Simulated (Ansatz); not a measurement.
Geometry optimisation, RKS PBE/def2-SVP in Ansatz.

Input file:

```yaml
crystal:
  periodic: [false, false, false]
  atoms:
    - { symbol: Sn, position_ang: [0.0, 0.0, 0.0] }
    - { symbol: Cl, position_ang: [0.0, 0.0, 2.41] }
    - { symbol: Cl, position_ang: [2.2726, 0.0, -0.8025] }
    - { symbol: H, position_ang: [-0.8195, 1.4198, -0.5794] }
    - { symbol: H, position_ang: [-0.8195, -1.4198, -0.5794] }
basis:
  gaussian: { orbitals: def2-SVP }
hamiltonian:
  xc: pbe
relax:
  f_tol: 0.02
  max_steps: 40
```

Command:

```bash
$ ansatz run input.yaml --threads 1 --pin off --max-ram 2048MiB --backend cpu --events-out ev --progress --plain --runs-dir out
```

Question: Where does it end, and by what steps?

Answer: It converged. After 3 steps the energy has fallen by 0.065 eV; H4 moved furthest, 0.09 Å.

```tsv
step	energy less start (eV)	largest force component (eV/Å)	accepted
0	0.0000	0.620	yes
1	-0.0206	0.407	yes
2	-0.0646	0.036	yes
3	-0.0648	0.008	yes
```

```xyz
5
Properties=species:S:1:pos:R:3
Sn -0.044 0.000 -0.031
Cl -0.003 0.000 2.335
Cl 2.200 0.000 -0.781
H -0.760 1.480 -0.537
H -0.760 -1.480 -0.537
```

Whether the end is a true minimum wasn't checked by a vibrational analysis.

The run took 9 s on 1 thread of Arm Neoverse V2 (shared host), peak memory 0.12 GiB.
